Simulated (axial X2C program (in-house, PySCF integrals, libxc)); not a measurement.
## OPrO⁻: the levels of the configuration f(δφ)2 f(π)0

Calculated with an in-house all-electron X2C program for linear molecules (integrals from PySCF): two-component X2C with atomic mean-field Coulomb and Gaunt terms, basis O dyall-v3z, Pr dyall-v3z (cores contracted in-house). Orbitals come from Hartree–Fock averaged over the configuration Pr f(δφ)2 f(π)0; CI then distributes these electrons over the f(δφ), f(π) shells of Pr.

O–Pr–O held linear, both bonds 2.035 Å (near the minimum of the configuration average).

Active spinors (ω > 0):

```json
{"shell": "f(δφ)", "ω": "3/2", "ε (eV)": "10.99", "character": "100% Pr f"}
{"shell": "f(δφ)", "ω": "5/2", "ε (eV)": "11.15", "character": "100% Pr f"}
{"shell": "f(δφ)", "ω": "5/2", "ε (eV)": "11.57", "character": "100% Pr f"}
{"shell": "f(δφ)", "ω": "7/2", "ε (eV)": "11.60", "character": "100% Pr f"}
{"shell": "f(π)", "ω": "1/2", "ε (eV)": "9.36", "character": "87% Pr f, 9% Pr p"}
{"shell": "f(π)", "ω": "3/2", "ε (eV)": "9.37", "character": "87% Pr f, 9% Pr p"}
```

Lowest levels of this model:

```json
{"Ω": "4", "energy (cm⁻¹)": "0", "g∥": "6.52", "configuration": "100% f(δφ)2"}
{"Ω": "5", "energy (cm⁻¹)": "795", "g∥": "10.24", "configuration": "100% f(δφ)2"}
{"Ω": "6", "energy (cm⁻¹)": "2367", "g∥": "14.00", "configuration": "100% f(δφ)2"}
{"Ω": "0", "energy (cm⁻¹)": "3428", "g∥": "0.00", "configuration": "100% f(δφ)2"}
{"Ω": "1", "energy (cm⁻¹)": "5188", "g∥": "3.15", "configuration": "100% f(δφ)2"}
{"Ω": "1", "energy (cm⁻¹)": "9513", "g∥": "2.09", "configuration": "100% f(δφ)2"}
{"Ω": "0", "energy (cm⁻¹)": "9810", "g∥": "0.00", "configuration": "100% f(δφ)2"}
{"Ω": "2", "energy (cm⁻¹)": "10230", "g∥": "5.56", "configuration": "100% f(δφ)2"}
{"Ω": "0", "energy (cm⁻¹)": "11004", "g∥": "0.00", "configuration": "100% f(δφ)2"}
{"Ω": "0", "energy (cm⁻¹)": "13886", "g∥": "0.00", "configuration": "100% f(δφ)2"}
{"Ω": "1", "energy (cm⁻¹)": "15966", "g∥": "2.11", "configuration": "100% f(δφ)2"}
{"Ω": "4", "energy (cm⁻¹)": "18188", "g∥": "8.37", "configuration": "100% f(δφ)2"}
{"Ω": "6", "energy (cm⁻¹)": "21870", "g∥": "12.00", "configuration": "100% f(δφ)2"}
{"Ω": "5", "energy (cm⁻¹)": "22381", "g∥": "10.21", "configuration": "100% f(δφ)2"}
{"Ω": "0", "energy (cm⁻¹)": "22667", "g∥": "0.00", "configuration": "100% f(δφ)2"}
{"Ω": "1", "energy (cm⁻¹)": "24064", "g∥": "3.76", "configuration": "100% f(δφ)2"}
```

g∥ is the magnitude of 2⟨Lz + ge Sz⟩ for the +Ω component.

From Ω and g∥ of the lowest level, whose 2⟨Lz + ge Sz⟩ is positive, find ⟨Sz⟩ and ⟨Lz⟩ (ge = 2.0023).

Ω = ⟨Lz⟩ + ⟨Sz⟩ = 4 and ⟨Lz⟩ + ge⟨Sz⟩ = 3.260, so ⟨Sz⟩ = -0.74 and ⟨Lz⟩ = 4.74.

Occupations of the active spinors in the lowest level by ω, shell by shell in order of energy: -7/2: 0.00; -5/2: 0.00 0.00; -3/2: 0.00 0.00; -1/2: 0.00; 1/2: 0.00; 3/2: 1.00 0.00; 5/2: 0.41 0.59; 7/2: 0.00. The leading determinant has weight 0.59 among 5.

This point took 2.4 s on 1 thread of Arm Neoverse V1, on a shared host.

There is no dynamic correlation: spin–orbit spacings and, for f shells, spacings inside one term are the most reliable numbers, splittings between terms come out too wide, and energies between configurations are not reliable, so the lowest level need not be the ground state of the molecule. At most 6 roots were kept for each Ω > 0 (twice that for Ω = 0) within 3.5 eV of the lowest, so higher up levels can be missing between those listed; levels with Ω > 0 are doubly degenerate and listed once, Ω = 0 levels singly. States that fill the shells left empty in the average are placed too high. For an anion, levels above electron detachment are held by the basis set. The molecule was held linear; bending was not examined.
